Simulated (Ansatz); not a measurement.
`C[N]=[Mo]([NH2])(=[O])[N](C)C` from Hartree–Fock to CCSD(T)

```xyz
19

C     0.2037   -0.3163    3.0910
N    -0.2101   -0.3378    1.7316
Mo   -0.7968    0.4860    0.3196
N    -2.5047   -0.3449   -0.1247
O    -0.9960    2.1565    0.5226
N     0.5178    0.1618   -1.0636
C     1.5400   -0.8525   -1.0899
C     0.4776    0.9605   -2.2664
H     1.2296   -0.6920    3.1761
H     0.1662    0.6899    3.5228
H    -0.4358   -0.9754    3.6886
H    -2.8417   -1.2143    0.2549
H    -3.2131    0.1145   -0.6763
H     1.3627   -1.5737   -1.9001
H     1.5594   -1.3964   -0.1467
H     2.5295   -0.4044   -1.2582
H     1.4521    1.4315   -2.4538
H     0.2237    0.3489   -3.1432
H    -0.2638    1.7583   -2.1842
```

Total charge 0; spin multiplicity 1. Correlated methods include outer-core shells of Mo, which these sets cover unevenly. Mo takes the def2 core potential. Geometry: relaxed with PBE0-D4/def2-TZVP. It is one conformer, not always the lowest. Frozen core, restricted reference, the Gaussian-basis code of Ansatz.

```tsv
basis	HF (Eh)	MP2 corr.
def2-SVP	-425.46048	-1.60871
def2-TZVPP	-425.91166	-2.03901
def2-QZVPP	-425.93393	-2.18031
```

Estimate the CCSD correlation energy and the (T) correction in each basis where they were run (hartree).


| basis | CCSD corr. | (T) |
| --- | --- | --- |
| def2-SVP | -1.58894 | -0.07747 |
| def2-TZVPP | -1.99169 | -0.11302 |
